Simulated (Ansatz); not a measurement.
Start from `CC[SiH2][SbH2]` and change one atom or group to get `CC[SiH2][SeH]`.

Ansatz, PBE0-D4/def2-TZVP geometries, multiplicity 1. Each molecule was computed in one conformer, which needn't be the lowest.

Elements past krypton have def2 core potentials. Scalar relativity is left out up to krypton.

```json
{"property": "HOMO–LUMO gap (PBE/def2-TZVPP) / eV", "`CC[SiH2][SbH2]`": "4.98"}
{"property": "size of the dipole moment (PBE/def2-TZVPP) / D", "`CC[SiH2][SbH2]`": "1.19"}
{"property": "HOMO energy (PBE0/def2-TZVPP) / eV", "`CC[SiH2][SbH2]`": "-6.97"}
{"property": "size of the dipole moment (ωB97M-V/def2-TZVPP) / D", "`CC[SiH2][SbH2]`": "1.19"}
{"property": "LUMO energy (B3LYP/def2-TZVPP) / eV", "`CC[SiH2][SbH2]`": "-0.51"}
{"property": "HOMO energy (ωB97M-V/def2-TZVPP) / eV", "`CC[SiH2][SbH2]`": "-8.96"}
```

Task: Give the same properties after the change, and the shifts. (An estimate is asked.)

Result: The calculation gave: 
```tsv
property	`CC[SiH2][SeH]`	shift
HOMO–LUMO gap (PBE/def2-TZVPP) / eV	5.11	0.13
size of the dipole moment (PBE/def2-TZVPP) / D	1.63	0.44
HOMO energy (PBE0/def2-TZVPP) / eV	-6.92	0.05
size of the dipole moment (ωB97M-V/def2-TZVPP) / D	1.69	0.50
LUMO energy (B3LYP/def2-TZVPP) / eV	-0.08	0.43
HOMO energy (ωB97M-V/def2-TZVPP) / eV	-9.09	-0.13
```

With PBE0 the HOMO rises by 0.05 eV and the LUMO rises by 0.49 eV, so the gap widens by about 0.44 eV. PBE moves the HOMO by 0.24 eV and ωB97M-V by -0.13 eV. Dipoles are sizes alone; their direction can turn.

B3LYP here is the variant with VWN-RPA as its local correlation; programs differ in this.

Spin–orbit coupling is left out; it splits and shifts lone-pair levels of the heavy atoms by tenths of an eV.
